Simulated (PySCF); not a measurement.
Al(Me)(SiH3)2, SMILES [CH3][Al]([SiH3])[SiH3] at its PBE0/def2-SVP optimised geometry (Å):

```
13

Al    -0.4716     0.5073     0.0000
C     -1.4686     2.1972     0.0000
H     -1.2510     2.7644    -0.9226
H     -1.1462     2.8412     0.8366
H     -2.5599     2.0697     0.0670
Si     1.9942     0.5073     0.0000
H      2.5308    -0.2893    -1.1536
H      2.5190    -0.1415     1.2485
H      2.6034     1.8754    -0.0791
Si    -1.6675    -1.6507     0.0006
H     -0.7589    -2.8412    -0.0543
H     -2.6034    -1.7476    -1.1699
H     -2.5113    -1.7903     1.2353
```

Calculation: PBE0/def2-TZVP (PySCF).

Map of the log10 of the electron density (e/bohr³), floored at −4 on the plane z = 0.8 Å:

```
|000000000000000000000000000|
|000000000110000000000000000|
|000000012332200000000000000|
|000001234454320000000000000|
|000012345676531000011100000|
|000123457898642111222210000|
|000134567998643223344331000|
|000235678888653334555532100|
|000235677887654445566543100|
|000134566777655556666643100|
|000123456676666666776653200|
|000012345666666777777653200|
|000012345566666777888754200|
|000012345666666677898754200|
|000123456676665666788753200|
|000235667776655555676643100|
|001346777776654334555432100|
|001357888776543222333321000|
|002357888776543211111100000|
|001356787776643200000000000|
|001245666666643100000000000|
|000123455566543100000000000|
|000012334455432100000000000|
|000001122333321000000000000|
|000000001122210000000000000|
|000000000000000000000000000|
|000000000000000000000000000|
```
Scale: ten equal steps from -4.00 (start of '0') to -0.517 (end of '9'), in the order '0123456789'; x runs from -5.00 to 5.00, y from -5.00 (bottom) to 5.00 (top).
